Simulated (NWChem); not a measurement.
Molecule: C$_{3}$H$_{3}$ClF$_{2}$; SMILES F[C@@H]1[C@H](F)[C@H]1Cl

Program: NWChem. Geometry: optimised at B3LYP/6-31G* (spherical d). Total energies of different functionals are on different scales.

| level | energy (Ha) | highest occupied level (eV) | orbital gap (eV) | dipole (D) | relative time |
|---|---|---|---|---|---|
| PBE/def2-TZVP | -775.5749 | -6.86 | 5.46 | 1.15 | 1 |
| B3LYP/def2-TZVP | -776.1104 | -8.08 | 7.54 | 1.32 | 1 |
| PW6B95/def2-TZVP | -776.8103 | -8.43 | 8.19 | 1.35 | 1 |
| BLYP/def2-TZVP | -776.0267 | -6.76 | 5.50 | 1.21 | 1 |
| LDA (Slater exchange, VWN5)/def2-TZVP | -772.3007 | -7.03 | 5.37 | 1.22 | 1 |
| CAM-B3LYP/def2-TZVP | -776.0023 | -9.74 | 10.62 | 1.38 | 10 |

Times are rough ratios from one shared machine.
